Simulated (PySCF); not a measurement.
Level of theory: PySCF 2.14.0 with B3LYP-D3(BJ)/def2-TZVP // PBE0-D4/def2-TZVP. Gas-phase values, no solvent. B3LYP has the VWN-RPA correlation part, as in Gaussian. Excitations are Tamm–Dancoff values on a coarser integration grid. The basis has no diffuse functions, so Rydberg states are missing or too high.

Reference species (SMILES): `ClB(Br)Br` (neutral, multiplicity 1).

```yaml
dipole_moment: 0.04 D
S1–T1 gap (TDA): 0.16 eV
S1 oscillator strength: 0.000
```

Changed species: `ClB(Cl)Br` (1 of 3 Cl replaced by Br; the reference has 2 of 3 Cl replaced by Br).

**Question.** Give the shifts of the dipole moment, S1–T1 gap (TDA) and S1 oscillator strength.

**Answer.** the dipole moment hardly moves; the S1–T1 gap (TDA) is nearly the same; the S1 oscillator strength is nearly the same.
